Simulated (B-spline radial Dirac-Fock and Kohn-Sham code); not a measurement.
## Auger decay of the M3 hole in Pm³⁺

System: Pm³⁺ in the configuration 1s2 2s2 2p6 3s2 3p6 3d10 4s2 4p6 4d10 4f4 5s2 5p6.

Input file task.json (cfg lists n, l and occupation; rrms is the nuclear radius in fm):

```json
{"items": [{
  "Z": 61,
  "q": 3,
  "cfg": [[1, 0, 2], [2, 0, 2], [2, 1, 6], [3, 0, 2], [3, 1, 6], [3, 2, 10], [4, 0, 2], [4, 1, 6], [4, 2, 10], [4, 3, 4], [5, 0, 2], [5, 1, 6]],
  "A": 145,
  "rrms": 4.962,
  "do": ["binding", "quiet", "decay"],
  "holes": ["K", "L1", "L2", "L3", "M1", "M2", "M3", "M4", "M5", "N1", "N2", "N3", "N4", "N5"]
}]}
```

Run with: `python xray_run.py task.json out`

These are calculated numbers from a radial finite-basis atomic code; the model is independent-particle radiative and Coulomb Auger rates from relativistic LDA hole-state orbitals, with Dirac-Fock energies. Kinetic energies are configuration averages from the vacuum level; the two-hole energies are estimated from single-hole states.

| transition | kinetic energy (eV) | width (meV) | share (%) |
| --- | --- | --- | --- |
| M3-M5N3 | 18.31 | 1570 | 28.6 |
| M3-M4N4 | 112.6 | 99.9 | 1.8 |
| M3-M4N5 | 116.3 | 81.6 | 1.5 |
| M3-M5N4 | 135.6 | 420 | 7.6 |
| M3-M5N5 | 140.8 | 653 | 11.9 |
| M3-M5O1 | 236.1 | 146 | 2.7 |
| M3-M4O3 | 239.5 | 80.0 | 1.5 |
| M3-M4N7 | 246.9 | 82.0 | 1.5 |
| M3-M5O2 | 259.1 | 124 | 2.3 |
| M3-M5O3 | 263.3 | 207 | 3.8 |
| M3-M5N6 | 270.1 | 523 | 9.5 |
| M3-M5N7 | 270.9 | 628 | 11.4 |
| M3-N2N3 | 781.0 | 67.9 | 1.2 |
| M3-N3N3 | 805.5 | 97.6 | 1.8 |
| M3-N3N4 | 922.8 | 134 | 2.4 |
| M3-N3N5 | 928.8 | 181 | 3.3 |

Coster-Kronig rates are the weakest part of this model and often come out 1.5 to 2.5 times too large. The listed channels hold 93 % of the non-radiative rate. Summed by principal shells, of 5.50 eV in all: MMN 74.8 %, MNN 12.3 %, MMO 10.9 %, MNO 1.9 %.
